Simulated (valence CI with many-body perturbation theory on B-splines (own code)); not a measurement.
## W LXI: electric-dipole lines

Level of theory: relativistic CI+MBPT: four valence electrons over a frozen Dirac-Fock core [Ne], a basis of 11 s, 11 p, 9 d, 7 f, 5 g, 2 h, 1 i functions for each j, with the one-electron correlation potential Σ1 (screened to all orders), the two-electron term Σ2, the three-electron term Σ3, Breit, model QED; selected single and double excitations, second order for the rest (own B-spline code, finite nucleus).

No measured spectrum was set against this ion. As an estimate, large intervals hold to a few tenths of a per cent, small ones and those within an open d or f shell to about a per cent.

Lines 51 to 100 of 231 in falling wavelength, among levels below 93.594 Ry, chosen from the strongest by gf and those to the six lowest levels. Wavelengths and rates use the calculated energies. Electric multipoles are in the length gauge, E1 and E2 with the static RPA response of the core. Weak lines are less certain than strong ones. Lines between different terms over intervals too small for the method are left out, as are lines whose strength nearly cancels. The highest levels of a list are the least certain.

Levels are named by their leading jj configuration (3d3/2^4 stands for four electrons in 3d with j = 3/2), which in mixed levels can hold well under half, so a name can repeat and another be missing. Letters in brackets count levels of one name in rising energy.

| λ vac (Å) | Upper | Lower | A (s⁻¹) | S (a.u.) with core polarisation | S without |
| --- | --- | --- | --- | --- | --- |
| 62.94 | (3s 3p1/2 3p3/2 3d5/2) J=4 [c] | (3s^2 3p3/2 3d5/2) J=4 | 1.97e+10 | 2.19e-02 | 2.22e-02 |
| 61.99 | (3s 3p1/2 3p3/2^2) J=1 [b] | (3s^2 3p3/2^2) J=2 | 1.85e+10 | 6.54e-03 | 6.64e-03 |
| 60.84 | (3s 3p1/2 3p3/2 3d3/2) J=2 [a] | (3s 3p1/2 3p3/2^2) J=2 [a] | 1.58e+10 | 8.77e-03 | 8.90e-03 |
| 60.75 | (3s 3p1/2^2 3d3/2) J=2 | (3s 3p1/2^2 3p3/2) J=1 | 6.87e+09 | 3.80e-03 | 3.86e-03 |
| 60.46 | (3s 3p1/2 3p3/2 3d3/2) J=2 [b] | (3s 3p1/2 3p3/2^2) J=3 | 6.37e+10 | 3.48e-02 | 3.53e-02 |
| 60.34 | (3s 3p1/2 3p3/2 3d3/2) J=2 [c] | (3s 3p1/2 3p3/2^2) J=2 [b] | 2.06e+10 | 1.12e-02 | 1.13e-02 |
| 58.79 | (3s^2 3p1/2 3d3/2) J=2 | (3s^2 3p1/2 3p3/2) J=2 | 9.83e+09 | 4.93e-03 | 5.00e-03 |
| 56.31 | (3s^2 3p1/2 3d3/2) J=2 | (3s^2 3p1/2 3p3/2) J=1 | 3.25e+08 | 1.43e-04 | 1.45e-04 |
| 55.25 | (3s 3p1/2^2 3d3/2) J=1 | (3s 3p1/2^2 3p3/2) J=2 | 5.60e+09 | 1.40e-03 | 1.42e-03 |
| 53.50 | (3s 3p1/2^2 3d3/2) J=2 | (3s 3p1/2^2 3p3/2) J=2 | 1.36e+10 | 5.15e-03 | 5.22e-03 |
| 48.69 | (3s^2 3p1/2 3d3/2) J=1 | (3s^2 3p1/2 3p3/2) J=2 | 5.28e+09 | 9.02e-04 | 9.18e-04 |
| 46.97 | (3s^2 3p1/2 3d3/2) J=1 | (3s^2 3p1/2 3p3/2) J=1 | 2.79e+09 | 4.29e-04 | 4.33e-04 |
| 46.16 | (3s 3p1/2^2 3d5/2) J=3 | (3s^2 3p1/2 3d3/2) J=2 | 4.54e+08 | 1.54e-04 | 1.56e-04 |
| 44.64 | (3s 3p1/2 3p3/2 3d5/2) J=1 [a] | (3s 3p1/2 3p3/2^2) J=1 [b] | 2.99e+10 | 3.94e-03 | 3.99e-03 |
| 43.88 | (3s 3p1/2^2 3d5/2) J=2 | (3s^2 3p1/2 3d3/2) J=2 | 6.75e+08 | 1.41e-04 | 1.43e-04 |
| 42.61 | (3s 3p1/2 3p3/2 3d5/2) J=2 [b] | (3s 3p1/2 3p3/2^2) J=2 [b] | 3.15e+10 | 6.02e-03 | 6.09e-03 |
| 41.65 | (3s 3p1/2 3p3/2 3d5/2) J=1 [b] | (3s 3p1/2 3p3/2^2) J=1 [b] | 4.77e+10 | 5.10e-03 | 5.17e-03 |
| 41.23 | (3s^2 3d3/2^2) J=2 | (3s 3p1/2 3p3/2^2) J=2 [b] | 3.56e+10 | 6.17e-03 | 6.25e-03 |
| 40.83 | (3s 3p1/2 3p3/2 3d5/2) J=3 [c] | (3s 3p1/2 3p3/2^2) J=2 [b] | 1.68e+10 | 3.96e-03 | 4.01e-03 |
| 40.78 | (3s 3p1/2 3p3/2 3d5/2) J=1 [a] | (3s 3p1/2 3p3/2^2) J=0 | 6.42e+10 | 6.45e-03 | 6.53e-03 |
| 40.70 | (3s 3p1/2 3p3/2 3d5/2) J=3 [a] | (3s 3p1/2 3p3/2^2) J=3 | 1.68e+10 | 3.90e-03 | 3.95e-03 |
| 40.46 | (3s 3p1/2^2 3d5/2) J=2 | (3s 3p1/2^2 3p3/2) J=1 | 1.74e+11 | 2.84e-02 | 2.88e-02 |
| 40.27 | (3s^2 3p3/2 3d5/2) J=2 | (3s^2 3p3/2^2) J=2 | 1.72e+11 | 2.78e-02 | 2.82e-02 |
| 40.10 | (3s 3p1/2 3p3/2 3d5/2) J=1 [b] | (3s 3p1/2 3p3/2^2) J=2 [b] | 4.04e+10 | 3.86e-03 | 3.91e-03 |
| 40.02 | (3s 3p1/2 3p3/2 3d5/2) J=1 [c] | (3s 3p1/2 3p3/2^2) J=1 [b] | 5.96e+10 | 5.65e-03 | 5.73e-03 |
| 39.96 | (3s^2 3d3/2 3d5/2) J=3 | (3s^2 3p3/2 3d3/2) J=2 | 2.25e+11 | 4.95e-02 | 5.02e-02 |
| 39.79 | (3s^2 3p1/2 3d5/2) J=2 | (3s^2 3p1/2 3p3/2) J=2 | 4.28e+10 | 6.66e-03 | 6.75e-03 |
| 39.65 | (3s^2 3p1/2 3d5/2) J=3 | (3s^2 3p1/2 3p3/2) J=2 | 2.17e+11 | 4.68e-02 | 4.74e-02 |
| 39.59 | (3s 3p1/2 3p3/2 3d5/2) J=2 [a] | (3s 3p1/2 3p3/2^2) J=2 [a] | 1.76e+11 | 2.70e-02 | 2.74e-02 |
| 39.42 | (3s^2 3d3/2 3d5/2) J=3 | (3s^2 3p3/2 3d3/2) J=3 | 4.36e+10 | 9.23e-03 | 9.35e-03 |
| 39.35 | (3s 3p1/2 3p3/2 3d5/2) J=3 [b] | (3s 3p1/2 3p3/2^2) J=3 | 1.82e+11 | 3.83e-02 | 3.88e-02 |
| 39.31 | (3s 3p1/2 3p3/2 3d5/2) J=0 | (3s 3p1/2 3p3/2^2) J=1 [b] | 3.01e+11 | 9.02e-03 | 9.14e-03 |
| 39.07 | (3s 3p1/2 3p3/2 3d5/2) J=2 [b] | (3s 3p1/2 3p3/2^2) J=3 | 5.19e+10 | 7.65e-03 | 7.75e-03 |
| 38.95 | (3s 3p1/2 3p3/2 3d5/2) J=4 [b] | (3s 3p1/2 3p3/2^2) J=3 | 1.91e+11 | 5.01e-02 | 5.07e-02 |
| 38.73 | (3s 3p1/2 3p3/2 3d5/2) J=2 [d] | (3s 3p1/2 3p3/2^2) J=1 [b] | 3.65e+11 | 5.23e-02 | 5.30e-02 |
| 38.73 | (3s 3p1/2^2 3d5/2) J=3 | (3s 3p1/2^2 3p3/2) J=2 | 2.05e+11 | 4.12e-02 | 4.17e-02 |
| 38.67 | (3s^2 3p3/2 3d5/2) J=1 | (3s^2 3p3/2^2) J=0 | 3.35e+11 | 2.87e-02 | 2.90e-02 |
| 38.64 | (3s^2 3p1/2 3d5/2) J=2 | (3s^2 3p1/2 3p3/2) J=1 | 2.92e+11 | 4.15e-02 | 4.21e-02 |
| 38.60 | (3s 3p1/2 3p3/2 3d5/2) J=1 [c] | (3s 3p1/2 3p3/2^2) J=1 [a] | 2.77e+11 | 2.36e-02 | 2.39e-02 |
| 38.41 | (3s 3p1/2 3p3/2 3d5/2) J=3 [d] | (3s 3p1/2 3p3/2^2) J=2 [b] | 3.93e+11 | 7.69e-02 | 7.79e-02 |
| 38.38 | (3s 3p1/2 3p3/2 3d5/2) J=3 [a] | (3s 3p1/2 3p3/2^2) J=2 [a] | 3.08e+11 | 6.02e-02 | 6.10e-02 |
| 38.29 | (3s 3p1/2 3p3/2 3d5/2) J=2 [c] | (3s 3p1/2 3p3/2^2) J=1 [a] | 3.12e+11 | 4.32e-02 | 4.38e-02 |
| 38.28 | (3s 3p1/2 3p3/2 3d5/2) J=2 [c] | (3s 3p1/2 3p3/2^2) J=2 [b] | 1.28e+11 | 1.77e-02 | 1.80e-02 |
| 38.27 | (3s 3p1/2 3p3/2 3d5/2) J=1 [b] | (3s 3p1/2 3p3/2^2) J=0 | 1.91e+11 | 1.59e-02 | 1.61e-02 |
| 37.91 | (3s^2 3d3/2^2) J=2 | (3s 3p1/2 3p3/2^2) J=3 | 4.27e+10 | 5.74e-03 | 5.82e-03 |
| 37.47 | (3s^2 3p3/2 3d5/2) J=3 | (3s^2 3p3/2^2) J=2 | 6.32e+11 | 1.15e-01 | 1.16e-01 |
| 37.24 | (3s 3p1/2 3p3/2 3d5/2) J=4 [c] | (3s 3p1/2 3p3/2^2) J=3 | 2.26e+11 | 5.19e-02 | 5.25e-02 |
| 37.18 | (3s 3p1/2 3p3/2 3d5/2) J=3 [b] | (3s 3p1/2 3p3/2^2) J=2 [a] | 1.25e+11 | 2.21e-02 | 2.24e-02 |
| 37.12 | (3s 3p1/2 3p3/2 3d5/2) J=1 [a] | (3s 3p1/2 3p3/2^2) J=2 [a] | 4.99e+10 | 3.78e-03 | 3.83e-03 |
| 37.11 | (3s 3p1/2^2 3d5/2) J=2 | (3s 3p1/2^2 3p3/2) J=2 | 5.05e+10 | 6.37e-03 | 6.45e-03 |
